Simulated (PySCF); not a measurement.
Species: C7H4FNO.
SMILES with atom numbers: `[O:1]=[C:2]=[N:3][c:4]1[cH:5][cH:6][cH:7][cH:8][c:9]1[F:10]` (hydrogens: H11 on C5; H12 on C6; H13 on C7; H14 on C8)

Cartesian coordinates in Å at the PBE0-D3(BJ)/def2-TZVP level; atoms count from 1:
```
atom  x, y, z in Å
O1     4.1636    0.1055   -0.5436
C2     3.0653    0.4077   -0.3162
N3     1.9819    0.8636   -0.0522
C4     0.6776    0.4135    0.0121
C5    -0.3464    1.2807    0.3740
C6    -1.6554    0.8333    0.4391
C7    -1.9586   -0.4874    0.1438
C8    -0.9494   -1.3681   -0.2190
C9     0.3470   -0.9080   -0.2801
F10    1.3341   -1.7407   -0.6276
H11   -0.0917    2.3083    0.6009
H12   -2.4419    1.5218    0.7222
H13   -2.9815   -0.8385    0.1948
H14   -1.1511   -2.4053   -0.4559
```

The closed-shell ground state was solved at several levels (PySCF, density fitting, gas phase, non-relativistic). Geometry: PBE0-D3(BJ)/def2-TZVP, one conformer, isolated molecule.

| level | basis functions | HOMO (eV) | LUMO (eV) | gap (eV) | dipole (D) |
| --- | --- | --- | --- | --- | --- |
| PBE0/pcSseg-2 | 416 | -7.09 | -0.96 | 6.13 | 3.17 |
| B97-2/pcSseg-2 | 416 | -6.85 | -0.98 | 5.87 | 3.16 |
| wB97X-D/pcSseg-2 | 416 | -8.79 | 0.75 | 9.54 | 3.22 |

Q: Estimate the row for KT3/pcSseg-2, a basis of 416 functions; the other rows only guide the guess.

A: HOMO -6.07 eV, LUMO -1.74 eV, gap 4.33 eV, dipole 2.96 D.

Q: Over all these levels, which gives the widest orbital gap and which the narrowest?

A: wB97X-D/pcSseg-2 (range-separated hybrid) has the widest, 9.54 eV, and KT3/pcSseg-2 (GGA) the narrowest, 4.33 eV. From the narrowest to the widest the HOMO moves by -2.72 eV and the LUMO by +2.49 eV.

Q: In the pcSseg-2 basis, how does the gap go with the fixed share of exact exchange?

A: KT3 (0 %) 4.33 eV; B97-2 (21 %) 5.87 eV; PBE0 (25 %) 6.13 eV. Each rise in the share widens the gap here.

Q: How far do the dipole and the HOMO energy spread over the levels?

A: The dipole runs from 2.96 to 3.22 D (mean 3.13 D) and the HOMO from -8.79 to -6.07 eV.
